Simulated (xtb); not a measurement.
CH, doublet, geometry from GFN2-xTB, atoms displaced at random by about 0.1 Å a coordinate; xtb with GFN1-xTB.

xtb was given this input:
```
$ xtb mol.xyz --gfn 1 --uhf 1 --opt --json

# file mol.xyz
2

C      0.13396573     0.11802244    -0.23320971
H      0.09995593    -0.03492185     0.82053654
```

Output, abridged:

```
   ID    Z sym.   atoms
    1    6 C      1
    2    1 H      2

           -------------------------------------------------
          |                Calculation Setup                |
           -------------------------------------------------

           -------------------------------------------------
          |                 G F N 1 - x T B                 |
           -------------------------------------------------

          ...................................................
          :                      SETUP                      :
          :.................................................:
          :  # basis functions                   6          :
          :  # atomic orbitals                   6          :
          :  # shells                            4          :
          :  # electrons                         5          :
          :  # halogen bonds                     0          :
          :  max. iterations                   250          :
          :  Hamiltonian                  GFN1-xTB          :
          :  restarted?                      false          :
          :  GBSA solvation                  false          :
          :  PC potential                    false          :
          :  electronic temp.          300.0000000     K    :
          :  accuracy                    1.0000000          :
          :  -> integral cutoff          0.2500000E+02      :
          :  -> integral neglect         0.1000000E-07      :
          :  -> SCF convergence          0.1000000E-05 Eh   :
          :  -> wf. convergence          0.2000000E-04 e    :
          :  Broyden damping             0.4000000          :
          :  net charge                          0          :
          :  unpaired electrons                  1          :
          ...................................................

 iter      E             dE          RMSdq      gap      omega  full diag
   1     -2.3929980 -0.239300E+01  0.374E+00    0.00       0.0  T
   2     -2.3952996 -0.230164E-02  0.209E+00    0.00       1.0  T
   3     -2.3957078 -0.408183E-03  0.438E-01    0.00       1.0  T
   4     -2.3957492 -0.413971E-04  0.369E-02    0.00       1.9  T
   5     -2.3957500 -0.799583E-06  0.212E-04    0.00     333.0  T
   6     -2.3957500 -0.953904E-12  0.191E-04    0.00     370.6  T
   7     -2.3957500 -0.707923E-11  0.882E-09    0.00  100000.0  T

   *** convergence criteria satisfied after 7 iterations ***

         :::::::::::::::::::::::::::::::::::::::::::::::::::::
         ::                     SUMMARY                     ::
         :::::::::::::::::::::::::::::::::::::::::::::::::::::
         :: total energy              -2.375788761287 Eh    ::
         :: gradient norm              0.029292823765 Eh/a0 ::
         :: HOMO-LUMO gap              0.000000000000 eV    ::
         ::.................................................::
         :: SCC energy                -2.395749982221 Eh    ::
         :: -> electrostatic           0.000026788171 Eh    ::
         :: repulsion energy           0.020056077532 Eh    ::
         :: dispersion energy         -0.000094856598 Eh    ::
         :: halogen bond corr.         0.000000000000 Eh    ::
         :: add. restraining           0.000000000000 Eh    ::
         :: total charge              -0.000000000000 e     ::
         :::::::::::::::::::::::::::::::::::::::::::::::::::::

      -----------------------------------------------------------
     |                   =====================                   |
     |                        A N C O P T                        |
     |                   =====================                   |
     |               Approximate Normal Coordinate               |
     |                Rational Function Optimizer                |
      -----------------------------------------------------------
      -----------------------------------------------------------
     |                   =====================                   |
     |                        A N C O P T                        |
     |                   =====================                   |
     |               Approximate Normal Coordinate               |
     |                Rational Function Optimizer                |
      -----------------------------------------------------------

          ...................................................
          :                      SETUP                      :
          :.................................................:
          :   optimization level            normal          :
          :   max. optcycles                   200          :
          :   ANC micro-cycles                  20          :
          :   degrees of freedom                 1          :
          :.................................................:
          :   RF solver                   davidson          :
          :   write xtbopt.log                true          :
          :   linear (good luck)              true          :
          :   energy convergence         0.5000000E-05 Eh   :
          :   grad. convergence          0.1000000E-02 Eh/α :
          :   maxmium RF displ.          1.0000000          :
          :   Hlow (freq-cutoff)         0.1000000E-01      :
          :   Hmax (freq-cutoff)         5.0000000          :
          :   S6 in model hess.         20.0000000          :
          ...................................................

generating ANC from exact Hessian ...
Using Lindh-Hessian (1995)
 Shifting diagonal of input Hessian by    0.0000000000000000
 Lowest  eigenvalues of input Hessian
    0.000000    0.000000    0.000000    0.000000    0.000000    0.921194
 Highest eigenvalues
    0.000000    0.000000    0.000000    0.000000    0.000000    0.921194

........................................................................
.............................. CYCLE    1 ..............................
[...]
 * total energy  :    -2.3757888 Eh     change        0.0000000E+00 Eh
 * total energy  :    -2.3763428 Eh     change       -0.5540495E-03 Eh
 * total energy  :    -2.3763708 Eh     change       -0.2799737E-04 Eh
 * total energy  :    -2.3763710 Eh     change       -0.1716034E-06 Eh
[...]
   displ. norm   :     0.0003850 α      lambda       -0.6399052E-07
   maximum displ.:     0.0003850 α      in ANC's #1, #1, #1, ...

   *** GEOMETRY OPTIMIZATION CONVERGED AFTER 4 ITERATIONS ***

 total energy gain   :        -0.0005822 Eh       -0.3653 kcal/mol
 total RMSD          :         0.0292764 a0        0.0155 Å
 total power (kW/mol):        -0.3821536 (step) -277.3166 (real)

================
 final structure:
================
2
 xtb: 6.7.1 (edcfbbe)
C            0.13446031131572        0.12024660445199       -0.24853362271797
H            0.09946134868428       -0.03714601445199        0.83586045271797

 Bond Distances (Angstroems)
 ---------------------------
C1-H2=1.0963         H2-C1=1.0963
 C  H  Rav=1.0963 sigma=0.0000  Rmin=1.0963  Rmax=1.0963     1

 selected bond angles (degree)
 --------------------

 selected dihedral angles (degree)
 ---------------------------------

           -------------------------------------------------
          |                Final Singlepoint                |
           -------------------------------------------------

          ...................................................
          :                      SETUP                      :
          :.................................................:
          :  # basis functions                   6          :
          :  # atomic orbitals                   6          :
          :  # shells                            4          :
          :  # electrons                         5          :
          :  # halogen bonds                     0          :
          :  max. iterations                   250          :
          :  Hamiltonian                  GFN1-xTB          :
          :  restarted?                      false          :
          :  GBSA solvation                  false          :
          :  PC potential                    false          :
          :  electronic temp.          300.0000000     K    :
          :  accuracy                    1.0000000          :
          :  -> integral cutoff          0.2500000E+02      :
          :  -> integral neglect         0.1000000E-07      :
          :  -> SCF convergence          0.1000000E-05 Eh   :
          :  -> wf. convergence          0.2000000E-04 e    :
          :  Broyden damping             0.4000000          :
          :  net charge                          0          :
          :  unpaired electrons                  1          :
          ...................................................

 iter      E             dE          RMSdq      gap      omega  full diag
   1     -2.3920539 -0.239205E+01  0.932E-09    0.00       0.0  T
   2     -2.3920539  0.444089E-15  0.583E-09    0.00  100000.0  T
   3     -2.3920539  0.621725E-14  0.721E-10    0.00  100000.0  T

   *** convergence criteria satisfied after 3 iterations ***

         :::::::::::::::::::::::::::::::::::::::::::::::::::::
         ::                     SUMMARY                     ::
         :::::::::::::::::::::::::::::::::::::::::::::::::::::
         :: total energy              -2.376370979772 Eh    ::
         :: gradient norm              0.000250662514 Eh/a0 ::
         :: HOMO-LUMO gap              0.000000000000 eV    ::
         ::.................................................::
         :: SCC energy                -2.392053889855 Eh    ::
         :: -> electrostatic           0.000021113966 Eh    ::
         :: repulsion energy           0.015777802278 Eh    ::
         :: dispersion energy         -0.000094892194 Eh    ::
         :: halogen bond corr.         0.000000000000 Eh    ::
         :: add. restraining           0.000000000000 Eh    ::
         :: total charge               0.000000000000 e     ::
         :::::::::::::::::::::::::::::::::::::::::::::::::::::

           -------------------------------------------------
          |                Property Printout                |
           -------------------------------------------------

    * Orbital Energies and Occupations

         #    Occupation            Energy/Eh            Energy/eV
      -------------------------------------------------------------
         1        2.0000           -0.5758100             -15.6686
         2        2.0000           -0.4395246             -11.9601
         3        0.5000           -0.3699973             -10.0681 (HOMO)
         4        0.5000           -0.3699973             -10.0681 (LUMO)
         5                         -0.0918291              -2.4988
         6                          0.2933833               7.9834
      -------------------------------------------------------------
                  HL-Gap            0.0000000 Eh            0.0000 eV
             Fermi-level           -0.3873792 Eh          -10.5411 eV

  Mulliken/CM5 charges         n(s)   n(p)   n(d)
     1C    -0.01389 -0.06092   1.696  2.318  0.000
     2H     0.01389  0.06092   0.986  0.000  0.000

Wiberg/Mayer (AO) data.
largest (>0.10) Wiberg bond orders for each atom

 ---------------------------------------------------------------------------
     #   Z sym  total        # sym  WBO       # sym  WBO       # sym  WBO
 ---------------------------------------------------------------------------
     1   6 C    1.044 --     2 H    1.044
     2   1 H    1.044 --     1 C    1.044
 ---------------------------------------------------------------------------

Topologies differ in total number of bonds
Writing topology from bond orders to xtbtopo.mol

 dipole moment from electron density (au)
     X       Y       Z
  -0.0205  -0.0923   0.6357  total (Debye):    1.634

optimized geometry written to: xtbopt.xyz

           -------------------------------------------------
          | TOTAL ENERGY               -2.376370979772 Eh   |
          | GRADIENT NORM               0.000250662514 Eh/α |
          | HOMO-LUMO GAP               0.000000000000 eV   |
           -------------------------------------------------

normal termination of xtb
```
